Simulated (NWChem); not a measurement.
Molecule: C₃H₇FSi; SMILES C(/[SiH3])(C)=C/F

```xyz
12

C     -1.8051    -0.9342     0.0000
C     -0.5417    -0.1216     0.0000
Si     1.1520    -0.9510     0.0000
C     -0.5933     1.2101     0.0000
F      0.5126     1.9599     0.0000
H     -2.7039    -0.2975     0.0000
H     -1.8588    -1.5917     0.8832
H     -1.8588    -1.5917    -0.8832
H      1.9414    -0.5813    -1.2132
H      1.9414    -0.5813     1.2132
H      0.9400    -2.4310     0.0000
H     -1.5030     1.8223     0.0000
```
Atoms are numbered in this order, from 1.

All runs: NWChem. Pople sets run with spherical d functions. Medium grid unless said otherwise, to which SCAN and Minnesota functionals are sensitive. Geometry: optimised at PBE0/def2-SVP. Not confirmed as a minimum by frequencies. Total energies of different functionals are on different scales.

| level | energy (Ha) | highest occupied level (eV) | orbital gap (eV) | dipole (D) |
|---|---|---|---|---|
| B3LYP/6-31G* | -507.8302 | -6.79 | 6.79 | 1.66 |
| PBE/6-31G* | -507.3915 | -5.79 | 5.03 | 1.59 |
| BHandHLYP/6-31G* | -507.6936 | ___ | 9.42 | 1.78 |
| M06-2X/6-31G* | -507.6841 | -8.30 | 9.38 | 1.67 |
| MPW1K/6-31G* | -507.7596 | -8.00 | 8.81 | 1.79 |
| M06/6-31G* | -507.6702 | -7.10 | 7.27 | 1.66 |
| B97-2/6-31G* | -507.7509 | -6.83 | 6.93 | 1.70 |
| r2SCAN0/6-31G* | -507.6354 | -7.25 | 7.50 | 1.76 |
| OLYP/6-31G* | -507.7229 | -5.65 | 5.09 | 1.58 |
| PBE0/6-31G* | -507.4432 | -7.06 | 7.23 | 1.70 |

What belongs in the gaps?


- BHandHLYP/6-31G*, highest occupied level (eV): -8.14
